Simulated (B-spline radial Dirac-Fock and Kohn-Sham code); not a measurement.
**Successive ionisation energies of silver: Dirac-Fock against NIST**

Model: Dirac-Fock ΔSCF + Breit + QED. Program: a B-spline atomic structure program. Each value is the difference of the configuration-average energies of two neighbouring ions in their tabulated ground configurations. The model has no electron correlation. NIST's values refer to the lowest levels; many for high charge states are themselves semi-empirical or theoretical. Where a p, d or f shell is open in either ion the computed value averages over both j values and all terms, while the table refers to the lowest levels; that difference holds spin-orbit splitting (largest in heavy or highly charged ions), term energies where several electrons share open shells, and correlation, and it can reach 10 % or more.

```csv
ion,configuration,computed (eV),NIST (eV),kind,NIST − computed (eV)
Ag²⁷⁺,[Ar] 3d2,1452.1,1460 ± 4,theoretical,+7.92
Ag²⁸⁺,[Ar] 3d1,1529.8,1535 ± 4,theoretical,+5.23
Ag²⁹⁺,[Ne] 3s2 3p6,1760.5,1747 ± 5,semi-empirical,-13.53
Ag³⁰⁺,[Ne] 3s2 3p5,1830.9,1810.5 ± 1.9,semi-empirical,-20.44
Ag³¹⁺,[Ne] 3s2 3p4,1902.2,1888 ± 2.4,semi-empirical,-14.24
Ag³²⁺,[Ne] 3s2 3p3,1974.4,1979 ± 8,semi-empirical,+4.56
Ag³³⁺,[Ne] 3s2 3p2,2047.5,2077 ± 4,semi-empirical,+29.46
Ag³⁴⁺,[Ne] 3s2 3p1,2121.5,2131 ± 10,semi-empirical,+9.46
Ag³⁵⁺,[Ne] 3s2,2295.1,2302 ± 3,semi-empirical,+6.85
Ag³⁶⁺,[Ne] 3s1,2371.2,2371.99 ± 0.07,semi-empirical,+0.82
Ag³⁷⁺,[He] 2s2 2p6,5611.0,5558 ± 3,semi-empirical,-53.04
Ag³⁸⁺,[He] 2s2 2p5,5814.7,5753 ± 9,semi-empirical,-61.69
Ag³⁹⁺,[He] 2s2 2p4,6021.3,5966 ± 12,semi-empirical,-55.33
Ag⁴⁰⁺,[He] 2s2 2p3,6231.0,6170 ± 40,semi-empirical,-60.98
Ag⁴¹⁺,[He] 2s2 2p2,6443.6,6551 ± 7,semi-empirical,+107.37
Ag⁴²⁺,[He] 2s2 2p1,6659.3,6785 ± 5,semi-empirical,+125.71
Ag⁴³⁺,[He] 2s2,7075.5,7082 ± 7,semi-empirical,+6.54
Ag⁴⁴⁺,[He] 2s1,7271.1,7271.298 ± 0.024,theoretical,+0.21
Ag⁴⁵⁺,1s2,30095.1,30097.31 ± 0.015,theoretical,+2.24
Ag⁴⁶⁺,1s1,30965.9,30965.78 ± 0.007,theoretical,-0.10
```

**Question.** Where in this range is the largest relative jump, and why?

**Answer.** From Ag⁴⁴⁺ (7271.1 eV) to Ag⁴⁵⁺ (30095.1 eV), a factor of 4.14. The configuration goes from [He] 2s1 to 1s2, so the next electron comes out of a deeper subshell.
